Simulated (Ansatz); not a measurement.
Reaction (cleavage of the Al–Si bond): `[OH][AlH][SiH2]O` + `BO` → `B[O][AlH][OH]` + silanol

Computed with Ansatz on PBE0-D4/def2-TZVP structures; ΔE is electronic, products minus reactants. CCSD(T)/CBS is the MP2 limit (def2-TZVPP, def2-QZVPP) plus CCSD(T) − MP2 in def2-TZVPP, frozen cores. This one scheme is used for every species. DFT in def2-TZVPP. B3LYP here is the variant with VWN-RPA as its local correlation; programs differ in this. HSE06 is defined as in plane-wave codes. Each species was taken in one conformer, which may not be the lowest.

Question: Is it downhill or uphill in electronic energy at CCSD(T)/CBS, and by how much? (Best estimate.)

Answer: Computed: Downhill: ΔE = -36.5 kcal/mol.

Question: What do these levels give: B3LYP-D4, HSE06-D4, ωB97M-V, PBE-QIDH, revPBE, PBE0, B3LYP, HSE06, BHLYP, HF/def2-SVP, CCSD/def2-TZVPP, MP2/CBS(def2)? (An estimate is asked.)

Answer: Computed: B3LYP-D4 -36.7, HSE06-D4 -32.0, ωB97M-V -37.3, PBE-QIDH -35.8, revPBE -29.7, PBE0 -32.3, B3LYP -37.0, HSE06 -32.3, BHLYP -39.8, HF/def2-SVP -42.3, CCSD/def2-TZVPP -37.5, MP2/CBS(def2) -39.0 kcal/mol.

Largest T1 diagnostic among the species: 0.014.

From r2SCAN to r2SCAN0 (25 % exact exchange), in def2-TZVPP and without D4, ΔE moves by −0.9 kcal/mol. Leaving LDA and LC-ωPBE aside and taking each functional with its dispersion term where it has one, the values, not all of them listed here, spread over 9.4 kcal/mol, from BHLYP-D4 to PBE-D4. LDA lies −0.9 kcal/mol from PBE without D4. At CCSD(T), def2-SVP lies −0.9 kcal/mol from the extrapolated value and def2-TZVPP −0.1 kcal/mol.
